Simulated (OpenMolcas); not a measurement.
Tc5+ among 6 point charges of -1.7 e arranged as an octahedron (Oh), 1.64 Å from the ion.

| Quantity | Value |
| --- | --- |
| Program | OpenMolcas 26.06 |
| Method | CASSCF |
| Basis | ANO-RCC-VDZP [6s5p3d1f] |
| Scalar Hamiltonian | DKH2, point nucleus |
| Active space | 2 electrons in 5 orbitals (4d) |
| State averaging | 2S+1 = 3 even, 10 roots; 2S+1 = 1 even, 15 roots |
| Spin-orbit coupling | RASSI with atomic mean-field integrals over the reference wave functions |

Q: What is the spin-free ground state (labels of O, the rotations of Oh)?

A: 3T1, 3-fold in its orbital part, 93 % from free-ion F terms; it has the highest spin that d2 allows.

Q: Where is the first state of the same spin?

A: 3T2 at 15500 cm-1 above the ground state.

Q: What are the lowest two levels with spin-orbit coupling?

A: A 2-fold level E, then a 3-fold level T2 132.7 cm-1 above it. Their leading multiplicities are 3 (99 %) and 3 (99 %).

Q: What is χT at 300 K, and how does it compare with the textbook value?

A: The lowest level has 2S+1 = 3, for which the spin-only value is χT = S(S+1) / 2 = 1.000 cm3 K/mol (g = 2). The computed 0.217 at 300 K differs by -0.783, through orbital momentum, spin-orbit coupling and any other state in reach. With a threefold ground state the orbital momentum is unquenched, so the spin-only value is not expected to hold.

Q: Which ligand-field parameters describe the states?

A: A least-squares ligand-field fit to the states below 45000 cm-1, each weighted by its degeneracy and with a free common offset, gives 10Dq = 17312 cm-1, B = 936 cm-1 and C = 3729 cm-1 (C/B = 3.99), with an rms deviation of 105 cm-1. 

An orbital triplet at a regular site is open to Jahn-Teller coupling, which can distort the site and quench the lowest spin-orbit gaps and is left out. Without dynamic correlation the repulsion within the d shell is too large (B by tens of per cent), so at a given field states of lower spin stand too high. Point charges carry no covalency, so the field is a model and not that of real ligands. No measured value stands beside these numbers.
